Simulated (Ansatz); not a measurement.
Input (CCSDT(Q)/cc-pVDZ; Ansatz, a quantum-chemistry and plane-wave program):

Ansatz 0.2 input:
```yaml
crystal:
  periodic: [false, false, false]
  atoms:
    - {symbol: Ge, position_ang: [0.00178174, -0.00229427, 0.34278814]}
    - {symbol: F, position_ang: [0.71184924, 1.29400621, -0.60448421]}
    - {symbol: F, position_ang: [-0.71818432, -1.28584881, -0.61431806]}
basis:
  gaussian:
    orbitals: cc-pVDZ
magnetization: {spin_polarized: true, initial_magnetization: 2}
correlation: {method: ccsdt_q, electrons: outside_noble_gas}
```

Output:

```
Functional definition: HF
integrals: 0.06 GiB planned
1011 factors; integrals over basis functions are off by at most 7.8e-8 eV
mean field: 0.31 GiB planned
mean field evaluation 1: about -61881.2570 eV, gradient 2.3e1 eV
mean field evaluation 2: about -61881.2991 eV, gradient 2.3e1 eV
mean field evaluation 4: about -61883.6945 eV, gradient 2.3e0 eV
mean field evaluation 8: about -61883.7985 eV, gradient 2.3e-1 eV
mean field evaluation 16: about -61883.8000 eV, gradient 1.8e-6 eV
mean field evaluation 32: about -61880.0422 eV, gradient 6.6e-1 eV
mean field -61883.79997697 eV, -2274.1877028075 hartree, gradient 1.8e-6 eV, S^2 2.008076; 0 other end points of the search recorded, 0 dependent functions left out
16 core orbitals not correlated
reference -61883.79997697 eV, -2274.1877028075 hartree; 10, 8 occupied and 29, 31 virtual orbitals, 1011 factors
second order -11.81785059 eV of doubles, -0.00000000 eV of singles
coupled cluster: 0.70 GiB planned
cycle   1  -11.60044973 eV  change    2.2e-1 eV  update   1.1e-1
cycle   2  -11.98421904 eV  change   -3.8e-1 eV  update   6.1e-2
cycle   3  -12.23630917 eV  change   -2.5e-1 eV  update   2.7e-2
cycle   4  -12.25190245 eV  change   -1.6e-2 eV  update   1.2e-2
cycle   5  -12.23108203 eV  change    2.1e-2 eV  update   6.5e-3
cycle   6  -12.23183334 eV  change   -7.5e-4 eV  update   2.9e-3
cycle   7  -12.23619725 eV  change   -4.4e-3 eV  update   1.7e-3
cycle   8  -12.23716601 eV  change   -9.7e-4 eV  update   8.8e-4
cycle   9  -12.23658117 eV  change    5.8e-4 eV  update   4.8e-4
cycle  10  -12.23679263 eV  change   -2.1e-4 eV  update   2.4e-4
cycle  11  -12.23645998 eV  change    3.3e-4 eV  update   1.3e-4
cycle  12  -12.23637358 eV  change    8.6e-5 eV  update   7.1e-5
cycle  13  -12.23645972 eV  change   -8.6e-5 eV  update   3.1e-5
cycle  14  -12.23645695 eV  change    2.8e-6 eV  update   1.3e-5
cycle  15  -12.23644745 eV  change    9.5e-6 eV  update   7.5e-6
cycle  16  -12.23645162 eV  change   -4.2e-6 eV  update   3.9e-6
cycle  17  -12.23645361 eV  change   -2.0e-6 eV  update   2.1e-6
perturbative correction -0.03438554 eV, -0.0012636454 hartree
Total energy: -61896.07081613 eV, -2274.6386478291 hartree
```

This triplet is an excited state, 3.5 eV above the singlet at CCSD(T)/cc-pV5Z (Ansatz).
